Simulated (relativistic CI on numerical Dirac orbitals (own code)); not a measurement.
**O2+: calculation against measurement**

Calculated at this level of theory: Dirac-Coulomb-Breit CI, orbitals from a KLI potential per configuration, model QED (radiative potential, 1s self-energy scaled to tabulated hydrogen-like ionisation energies), valence Slater integrals scaled by 0.85, P86 correlation energy added to each configuration (own radial code, finite nucleus).

CI space (outside the closed core 1s2): 2s²2p², 2s2p³, 2p⁴, 2s²2p3s, 2s²2p3p, 2s²2p3d, 2s²2p4s, 2s²2p4p, 2s²2p4d, 2s²2p4f, 2p³3s, 2s2p²3s, 2s²3s², 2p³3p, 2s²3s3p, 2s2p²3p. Levels of other configurations are missing.

| Configuration | Term (tabulated) | J | Measured (cm⁻¹) | Computed | Error | Purity (%) |
| --- | --- | --- | --- | --- | --- | --- |
| 2s²2p² | 3P | 0 | 0.0 | 0 | 0 | 99 |
| 2s²2p² | 3P | 1 | 113.2 | 111 | -2 | 99 |
| 2s²2p² | 1D | 2 | 20273.3 | 19690 | -584 | 99 |
| 2s²2p² | 1S | 0 | 43185.7 | 36758 | -6428 | 95 |
| 2s2p³ | 5S° | 2 | 60324.8 | 61692 | 1367 | 100 |
| 2s2p³ | 1D° | 2 | 187054.0 | 189962 | 2908 | 99 |
| 2s2p³ | 3S° | 1 | 197087.7 | 196628 | -460 | 100 |
| 2s2p³ | 1P° | 1 | 210461.8 | 208594 | -1868 | 98 |
| 2s²2p3s | 3P° | 0 | 267258.7 | 264381 | -2877 | 96 |
| 2s²2p3s | 3P° | 1 | 267377.1 | 264498 | -2879 | 96 |
| 2s²2p3s | 3P° | 2 | 267634.0 | 264753 | -2881 | 96 |
| 2s²2p3s | 1P° | 1 | 273081.3 | 269722 | -3360 | 95 |
| 2p⁴ | 3P † | 2 | 283759.7 | 296345 | 12586 | 97 |
| 2p⁴ | 3P † | 1 | 283977.4 | 296562 | 12585 | 97 |
| 2p⁴ | 3P † | 0 | 284071.9 | 296655 | 12584 | 97 |
| 2s²2p3p | 1P | 1 | 290958.2 | 290225 | -733 | 96 |
| 2s²2p3p | 3D | 1 | 293866.5 | 292578 | -1289 | 96 |
| 2s²2p3p | 3D | 2 | 294002.9 | 292712 | -1291 | 96 |
| 2s²2p3p | 3D | 3 | 294223.1 | 292931 | -1292 | 96 |
| 2s²2p3p | 3S | 1 | 297558.7 | 295420 | -2138 | 96 |
| 2p⁴ | 1D † | 2 | 298294.0 | 315521 | 17227 | 98 |
| 2s²2p3p | 3P | 1 | 300312.0 | 298608 | -1704 | 93 |
| 2s²2p3p | 3P | 2 | 300442.5 | 298740 | -1702 | 93 |
| 2s²2p3p | 1D | 2 | 306586.1 | 304575 | -2012 | 96 |
| 2s²2p3p | 1S | 0 | 313802.8 | 311176 | -2627 | 95 |
| 2s²2p3d | 1D° | 2 | 324735.7 | 331279 | 6543 | 73 |
| 2s²2p3d | 1F° | 3 | 331821.4 | 338840 | 7019 | 98 |
| 2s²2p3d | 1P° | 1 | 332778.9 | 339511 | 6733 | 98 |
| 2p⁴ | 1S † | 0 | 343306.3 | 353253 | 9947 | 94 |
| 2s²2p4s | 1P° | 1 | 358668.9 | 365310 | 6641 | 98 |
| 2s2p²3p | 3S° | 1 | 363263.4 | 363394 | 130 | 97 |
| 2s²2p4p | 1P | 1 | 365726.8 | 372927 | 7200 | 89 |
| 2s²2p4p | 3S | 1 | 367953.9 | 374823 | 6869 | 99 |

Measured levels from Moore, Selected Tables of Atomic Spectra, NSRDS-NBS 3, section 11; pairs were made by configuration, J and term (by order where the table uses no LS term), so strongly mixed levels may be paired wrongly. Some J values or terms of the table were assigned by a fit.

Mean error by configuration (cm⁻¹): 2s²2p² -2338; 2s2p³ 487; 2s²2p3s -2999; 2s²2p3p -1643; 2s²2p3d 6765; 2s²2p4s 6641; 2s2p²3p 130; 2s²2p4p 7035. Over the excited levels the mean absolute error is 3020 cm⁻¹ (32 of the 32 excited levels that our extract of the source holds in range could be paired), and the median relative error of those above 1,000 cm⁻¹ is 1.1 %. Some levels of the ground configuration have no partner. † marks terms whose computed intervals miss the measured ones by more than a factor of 2.5, or configurations far off the rest, from wrong mixing, a near crossing or a doubtful label or measurement; they are left out of the means.
